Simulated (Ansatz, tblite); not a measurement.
Removing and adding an electron: W2O6 (the lowest singlet isomer of a short search). Charge 0, multiplicity 1. Geometry: PBE-D4/def2-SVP. Ansatz, gas phase; energy differences of separate SCF runs; the oxidised species was run as a doublet alone; the reduced species was run as a doublet alone.

```xyz
8

W     0.9007    0.3096    1.0994
W    -0.9007   -0.3096   -1.0994
O     1.5837    1.8612    1.4168
O    -1.5839   -1.8611   -1.4166
O    -1.0089    0.2920    0.7443
O    -1.4473    0.8193   -2.2833
O     1.4474   -0.8194    2.2832
O     1.0089   -0.2920   -0.7444
```

In the def2 sets W takes a core potential; there is no spin–orbit coupling. The xTB rows come from tblite. HOMO above LUMO, or a gap near zero within one spin, warns that the state may not be the lowest or that an electron is smeared out. The structure comes from a short search, and lower isomers may exist.

Q: Estimate orbital energies and vertical ionisation energies and electron affinities at: GFN1-xTB; GFN2-xTB; PBE-D4/def2-TZVP; PBE-D4/def2-TZVPD; r2SCAN-D4/def2-TZVP; r2SCAN-D4/def2-TZVPD; PBE0-D4/def2-TZVP; PBE0-D4/def2-TZVPD.

A: 
```json
{"level": "GFN1-xTB", "−HOMO (eV)": "12.69", "vertical IE (eV)": "15.44", "−LUMO (eV)": "8.76", "vertical EA (eV)": "6.18", "HOMO–LUMO gap (eV)": "3.93", "IE − EA (eV)": "9.26", "remarks": "–"}
{"level": "GFN2-xTB", "−HOMO (eV)": "12.84", "vertical IE (eV)": "15.65", "−LUMO (eV)": "10.48", "vertical EA (eV)": "7.94", "HOMO–LUMO gap (eV)": "2.36", "IE − EA (eV)": "7.71", "remarks": "–"}
{"level": "PBE-D4/def2-TZVP", "−HOMO (eV)": "8.19", "vertical IE (eV)": "10.88", "−LUMO (eV)": "5.82", "vertical EA (eV)": "–", "HOMO–LUMO gap (eV)": "2.37", "IE − EA (eV)": "–", "remarks": "gap within one spin near zero (+1 doublet)"}
{"level": "PBE-D4/def2-TZVPD", "−HOMO (eV)": "8.21", "vertical IE (eV)": "–", "−LUMO (eV)": "5.84", "vertical EA (eV)": "3.34", "HOMO–LUMO gap (eV)": "2.37", "IE − EA (eV)": "–", "remarks": "–"}
{"level": "r2SCAN-D4/def2-TZVP", "−HOMO (eV)": "8.58", "vertical IE (eV)": "11.12", "−LUMO (eV)": "5.73", "vertical EA (eV)": "–", "HOMO–LUMO gap (eV)": "2.84", "IE − EA (eV)": "–", "remarks": "gap within one spin near zero (+1 doublet)"}
{"level": "r2SCAN-D4/def2-TZVPD", "−HOMO (eV)": "8.57", "vertical IE (eV)": "–", "−LUMO (eV)": "5.72", "vertical EA (eV)": "3.37", "HOMO–LUMO gap (eV)": "2.85", "IE − EA (eV)": "–", "remarks": "–"}
{"level": "PBE0-D4/def2-TZVP", "−HOMO (eV)": "9.85", "vertical IE (eV)": "11.63", "−LUMO (eV)": "5.14", "vertical EA (eV)": "–", "HOMO–LUMO gap (eV)": "4.71", "IE − EA (eV)": "–", "remarks": "–"}
{"level": "PBE0-D4/def2-TZVPD", "−HOMO (eV)": "9.86", "vertical IE (eV)": "–", "−LUMO (eV)": "5.14", "vertical EA (eV)": "3.50", "HOMO–LUMO gap (eV)": "4.71", "IE − EA (eV)": "–", "remarks": "–"}
```

Relaxing the reduced species (PBE-D4/def2-SVPD) changes its energy by -0.10 eV at PBE-D4/def2-TZVPD, so the adiabatic electron affinity to this nearest minimum is 3.43 eV. At PBE0-D4/def2-TZVPD that geometry lies 0.08 eV above the vertical one, so it gives no adiabatic value.     Raw xTB energy differences between charge states are shifted by several eV; the methods need an empirical correction for them.
